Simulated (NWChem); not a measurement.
## Correlation energy of C₃H₅

SMILES: C=[C]C
```xyz
8

C      0.0485    -1.3600     0.0000
C      0.3791    -0.0802     0.0000
C     -0.2071     1.2633     0.0000
H      0.8020    -2.1681     0.0000
H     -1.0152    -1.6879     0.0000
H     -1.3244     1.2259     0.0000
H      0.1072     1.8457     0.8927
H      0.1072     1.8457    -0.8927
```
Charge 0, spin multiplicity 2.

Everything below was run with NWChem. All single points use one geometry, from UPBE/def2-SVP, a minimum by its harmonic frequencies.

Basis set: 6-311G**. Each correlation energy counts from its own Hartree-Fock reference.

```tsv
method	correlation energy (mHa)	remark
CCSD(T) on ROHF	-469.4	-
UMP2	-395.2	spin-contaminated
SCS-UMP2	-393.9	spin-contaminated
CCSD[T] on ROHF	-470.1	-
CCSD on ROHF	-452.3	-
```

The values span 76.2 mHa, from CCSD[T] on ROHF (lowest) to SCS-UMP2 (highest). 

The correlated methods keep 3 core orbitals frozen. The Pople sets run with spherical d functions. The structure started from a generated list of species. The unpaired electrons of the parent sit in orbitals of symmetry a' (Cs labels of the run); other states weren't searched. No SCF solution was tested for a lower state. Open-shell Hartree-Fock references start from PBE0 orbitals. Coupled-cluster values serve here as a point of comparison, not as the truth.
